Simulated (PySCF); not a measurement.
Ar⁺: ionisation energy

Ar⁺ [Ne] 3s2 3p5 (2P) → Ar²⁺ [Ne] 3s2 3p4 (3P), as a difference of total energies. Calculation: PySCF 2.14, in x2c-SVPall (4s3p1d, 18 functions); the spin-free X2C one-electron Hamiltonian (Gaussian nucleus). Correlated levels: valence: [Ne] frozen. The calculations carry no spin-orbit coupling.

| method | ionisation energy (eV) | difference from reference (eV) |
| --- | --- | --- |
| UHF | 26.652 | -0.978 |
| PBE0 | 27.824 | +0.194 |
| TPSS | 27.827 | +0.197 |
| MP2 (valence) | 27.305 | -0.325 |
| SCS-MP2 (valence) | 27.279 | -0.351 |
| CCSD (valence) | 27.242 | -0.388 |
| CCSD(T) (valence) | 27.241 | -0.389 |

Reference: 27.630 eV (measured; NIST Atomic Spectra Database, ionization energies).

The reference lies between the lowest fine-structure levels, while these numbers refer to the centres of the terms.

Errors of the correlated levels include the incompleteness of this basis and the frozen core.
